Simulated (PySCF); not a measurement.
**Phosphorus: a sound run and one with changed settings**

Sound run: P+ [Ne] 3s2 3p2, P(2+) [Ne] 3s2 3p1. Calculation: PySCF 2.14, in def2-TZVP; no relativity, point nucleus. In the sound run the correlated levels freeze [Ne]. The sound run starts from symmetry-adapted Hartree-Fock orbitals and uses a fine grid where one is needed.

Changed run: all electrons correlated in a basis built for the valence shell.

```tsv
species	method	sound run (hartree)	changed run (hartree)	converged
P+	MP2	-340.40630	-340.50745	yes
P+	CCSD(T)	-340.42924	-340.53066	yes
P(2+)	MP2	-339.68615	-339.78714	yes
P(2+)	CCSD(T)	-339.70639	-339.80797	yes
```

Ionisation energy of P+:

```csv
method,sound run (eV),changed run (eV)
UHF,19.164,19.164
MP2,19.596,19.601
SCS-MP2,19.508,19.511
CCSD,19.636,19.634
CCSD(T),19.670,19.666
```

A valence basis has no tight correlating functions, so it recovers only part of the core correlation, and not evenly between atom and ion.

For comparison, NIST gives 19.769 eV between the lowest levels.
